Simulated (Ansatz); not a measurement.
Born–Oppenheimer molecular dynamics of AlCl2FH2 (6 atoms, charge 0, multiplicity 1). It starts at the highest image of a converged band. Of that band: The top lies less than 8 meV above the higher end, about what the thresholds resolve: that end is a shoulder or a very shallow well. A vibrational analysis at the climbing image gives one clearly imaginary mode, 256i cm⁻¹: a first-order saddle point.

The calculation used Ansatz 0.2.0, RKS PBE/def2-SVP.

```
ensemble                      : NVE (velocity Verlet)
time step                     : 0.5 fs
steps asked                   : 200
starting velocities drawn for : 100 K
seed                          : 5982
```

First frame:

```xyz
6
Properties=species:S:1:pos:R:3
Al 0.019 -0.438 -0.154
F 0.022 -0.035 1.774
Cl 1.832 0.220 -0.995
Cl -1.828 0.149 -0.976
H 0.050 -1.913 0.617
H 0.041 -1.066 1.665
```

(1) How far do the bonds stretch over the last three quarters of this one trajectory? (Pairs bonded in most of those frames.)

## Answers

(1) 
| bond | mean (Å) | spread (Å) | shortest | longest |
| --- | --- | --- | --- | --- |
| Al1–F2 | 1.687 | 0.085 | 1.56 | 1.85 |
| Al1–Cl3 | 2.114 | 0.051 | 2.02 | 2.19 |
| Al1–Cl4 | 2.104 | 0.037 | 2.05 | 2.17 |
| H5–H6 | 0.781 | 0.036 | 0.73 | 0.87 |

Pairs bonded in part of these frames only: Al1–H6 7 %.

Mean temperature of the second half: 1354 K. The conserved energy stayed within 0.18 meV per atom of its start (net change 0.071 meV per atom), so the integration is sound. The kinetic energy rose, since the run started high on the potential surface and went downhill. It ends in pieces (AlCl2F + H2), so much of that is their flight and rotation, not heat. A run of 0.1 ps of so small a system gives no equilibrium averages. The orbitals stay closed-shell, which can raise the energy where a bond breaks towards radicals; this wasn't checked here.

Run time: 11 min on 1 thread of Arm Neoverse N1, with other jobs on the host, peak memory 0.15 GiB.
